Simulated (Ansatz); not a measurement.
Born–Oppenheimer molecular dynamics of CH₃FSSi (7 atoms, charge 0, multiplicity 1). It starts at the highest image of a converged band, a first-order saddle point between two minima.

Theory: Ansatz 0.2.0, RKS PBE/STO-3G.

- ensemble: NVE (velocity Verlet)
- time step: 0.5 fs
- steps asked: 200
- starting velocities drawn for: 100 K
- seed: 3267

Frames 1 fs apart, positions in Å, forces in eV/Å.

Velocities at 25.0 fs (Å/ps):

```
F -1.70 0.50 0.23
C 3.97 3.72 -0.24
Si -6.12 -5.16 0.91
S 0.27 0.49 0.43
H 59.20 8.73 -33.37
H 84.70 68.60 -9.51
H 2.97 -2.85 2.52
```

```xyz
7
Properties=species:S:1:pos:R:3:forces:R:3 time_fs=25.0 energy_less_start_eV=-0.924 T=1530
F 0.783 -1.919 0.907 0.01 0.31 0.20
C 0.371 -0.811 0.209 0.34 0.38 0.29
Si 0.938 0.923 0.354 -1.26 -0.94 -0.02
S -0.486 1.850 -1.025 0.25 0.22 0.50
H -0.122 -1.158 -0.746 0.28 0.16 -0.08
H 0.711 1.388 1.774 0.27 -0.21 -0.81
H -1.107 0.663 -1.317 0.10 0.07 -0.06
7
Properties=species:S:1:pos:R:3:forces:R:3 time_fs=26.0 energy_less_start_eV=-0.968 T=1598
F 0.782 -1.919 0.907 0.00 0.30 0.21
C 0.375 -0.807 0.209 0.34 0.21 0.15
Si 0.931 0.918 0.355 -1.13 -0.72 -0.08
S -0.485 1.851 -1.024 0.27 0.20 0.51
H -0.062 -1.148 -0.780 0.26 0.21 0.11
H 0.797 1.456 1.760 0.14 -0.32 -0.82
H -1.104 0.661 -1.315 0.11 0.11 -0.07
7
Properties=species:S:1:pos:R:3:forces:R:3 time_fs=27.0 energy_less_start_eV=-0.993 T=1635
F 0.780 -1.918 0.908 0.00 0.29 0.21
C 0.379 -0.803 0.209 0.35 0.00 -0.05
Si 0.924 0.913 0.356 -0.98 -0.43 -0.13
S -0.485 1.851 -1.024 0.30 0.19 0.53
H 0.001 -1.137 -0.812 0.21 0.27 0.35
H 0.884 1.520 1.739 0.01 -0.43 -0.83
H -1.099 0.659 -1.314 0.11 0.11 -0.07
7
Properties=species:S:1:pos:R:3:forces:R:3 time_fs=28.0 energy_less_start_eV=-0.995 T=1639
F 0.778 -1.917 0.908 0.00 0.28 0.21
C 0.384 -0.799 0.209 0.37 -0.23 -0.26
Si 0.917 0.907 0.357 -0.81 -0.11 -0.17
S -0.484 1.852 -1.023 0.36 0.21 0.55
H 0.066 -1.123 -0.842 0.13 0.29 0.57
H 0.971 1.581 1.710 -0.13 -0.53 -0.81
H -1.093 0.659 -1.313 0.09 0.08 -0.09
7
Properties=species:S:1:pos:R:3:forces:R:3 time_fs=29.0 energy_less_start_eV=-0.976 T=1610
F 0.777 -1.916 0.909 0.00 0.27 0.21
C 0.389 -0.795 0.209 0.43 -0.45 -0.41
Si 0.910 0.901 0.358 -0.63 0.25 -0.21
S -0.484 1.853 -1.022 0.42 0.24 0.57
H 0.132 -1.106 -0.865 0.00 0.28 0.72
H 1.057 1.636 1.673 -0.27 -0.63 -0.78
H -1.087 0.659 -1.313 0.05 0.04 -0.10
7
Properties=species:S:1:pos:R:3:forces:R:3 time_fs=30.0 energy_less_start_eV=-0.940 T=1553
F 0.775 -1.915 0.909 0.01 0.24 0.22
C 0.394 -0.792 0.208 0.51 -0.64 -0.47
Si 0.902 0.895 0.358 -0.44 0.62 -0.25
S -0.483 1.853 -1.021 0.49 0.28 0.58
H 0.198 -1.086 -0.882 -0.17 0.22 0.75
H 1.141 1.685 1.628 -0.40 -0.71 -0.72
H -1.080 0.660 -1.314 0.01 -0.01 -0.12
7
Properties=species:S:1:pos:R:3:forces:R:3 time_fs=31.0 energy_less_start_eV=-0.887 T=1471
F 0.773 -1.914 0.910 0.02 0.20 0.24
C 0.400 -0.789 0.207 0.59 -0.79 -0.42
Si 0.895 0.890 0.359 -0.25 0.99 -0.30
S -0.482 1.854 -1.019 0.54 0.30 0.59
H 0.263 -1.064 -0.892 -0.37 0.11 0.65
H 1.220 1.728 1.577 -0.53 -0.76 -0.62
H -1.073 0.661 -1.316 -0.02 -0.06 -0.14
7
Properties=species:S:1:pos:R:3:forces:R:3 time_fs=32.0 energy_less_start_eV=-0.818 T=1366
F 0.771 -1.912 0.911 0.05 0.15 0.26
C 0.406 -0.786 0.206 0.66 -0.90 -0.28
Si 0.887 0.885 0.359 -0.07 1.33 -0.36
S -0.481 1.855 -1.018 0.58 0.29 0.57
H 0.324 -1.042 -0.896 -0.55 -0.02 0.44
H 1.295 1.763 1.520 -0.63 -0.78 -0.48
H -1.066 0.661 -1.319 -0.04 -0.07 -0.14
7
Properties=species:S:1:pos:R:3:forces:R:3 time_fs=33.0 energy_less_start_eV=-0.737 T=1240
F 0.770 -1.911 0.912 0.08 0.08 0.29
C 0.413 -0.785 0.204 0.70 -0.96 -0.10
Si 0.879 0.880 0.360 0.09 1.63 -0.44
S -0.480 1.856 -1.016 0.60 0.25 0.54
H 0.380 -1.019 -0.896 -0.72 -0.18 0.15
H 1.364 1.791 1.458 -0.70 -0.76 -0.31
H -1.060 0.660 -1.324 -0.05 -0.05 -0.14
7
Properties=species:S:1:pos:R:3:forces:R:3 time_fs=34.0 energy_less_start_eV=-0.646 T=1099
F 0.768 -1.909 0.913 0.13 -0.01 0.33
C 0.420 -0.784 0.203 0.70 -1.00 0.06
Si 0.872 0.876 0.360 0.20 1.86 -0.52
S -0.479 1.857 -1.014 0.60 0.18 0.48
H 0.428 -0.998 -0.894 -0.85 -0.33 -0.12
H 1.426 1.812 1.393 -0.74 -0.70 -0.11
H -1.054 0.659 -1.330 -0.04 -0.01 -0.13
7
Properties=species:S:1:pos:R:3:forces:R:3 time_fs=35.0 energy_less_start_eV=-0.552 T=954
F 0.767 -1.908 0.915 0.18 -0.11 0.37
C 0.428 -0.784 0.201 0.68 -1.02 0.12
Si 0.864 0.873 0.360 0.28 2.01 -0.61
S -0.477 1.859 -1.012 0.57 0.10 0.41
H 0.469 -0.981 -0.893 -0.95 -0.45 -0.29
H 1.481 1.826 1.328 -0.73 -0.60 0.10
H -1.048 0.658 -1.337 -0.03 0.06 -0.11
7
Properties=species:S:1:pos:R:3:forces:R:3 time_fs=36.0 energy_less_start_eV=-0.463 T=816
F 0.765 -1.907 0.916 0.24 -0.22 0.43
C 0.436 -0.785 0.200 0.64 -1.00 0.03
Si 0.856 0.870 0.360 0.32 2.08 -0.69
S -0.475 1.860 -1.010 0.53 0.03 0.33
H 0.500 -0.967 -0.895 -1.04 -0.53 -0.33
H 1.529 1.834 1.263 -0.69 -0.48 0.32
H -1.043 0.658 -1.346 -0.01 0.12 -0.08
```

Of the whole run (100 fs, mean temperature of the second half 1225 K): The conserved energy stayed within 0.11 meV per atom of its start (net change -0.075 meV per atom), so the integration is sound. The system heated up, since it started high on the potential surface and ran downhill. A run of 0.1 ps of so small a system gives no equilibrium averages. The orbitals stay closed-shell, which can raise the energy where a bond breaks towards radicals; this wasn't checked here. Limits of this set-up: minimal basis.

The run took 3.5 min on 1 CPU thread of a shared host.
